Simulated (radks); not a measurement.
Problem. Neutral phosphorus, configuration [Ne] 3s2 3p3. Calculated with a radial shooting solver on a logarithmic mesh with Libxc functionals: Dirac Kohn-Sham, BLYP, spin-unpolarised, spherical densities, finite nucleus; open shells fill j = l - 1/2 first; Fermi nuclear charge, rms radius 3.1889 fm. Some entries of the table are withheld. Estimate them.

| orbital | occ. | eigenvalue (hartree) | r(max) (bohr) | <r> (bohr) |
|---|---|---|---|---|
| 1s1/2 | 2 | -76.63403 | 0.06763 | 0.1036 |
| 2s1/2 | 2 | -6.38591 | 0.4188 | 0.5202 |
| 2p1/2 | 2 | -4.59704 | (1) | 0.4840 |
| 2p3/2 | 4 | -4.56325 | (2) | 0.4862 |
| 3s1/2 | 2 | (3) | 1.565 | 1.890 |
| 3p1/2 | 2 | -0.19775 | 1.819 | (4) |
| 3p3/2 | 1 | -0.19574 | 1.826 | (5) |

Solution. 
(1) 2p1/2 r(max) (bohr): 0.3524
(2) 2p3/2 r(max) (bohr): 0.3541
(3) 3s1/2 eigenvalue (hartree): -0.50776
(4) 3p1/2 <r> (bohr): 2.379
(5) 3p3/2 <r> (bohr): 2.389
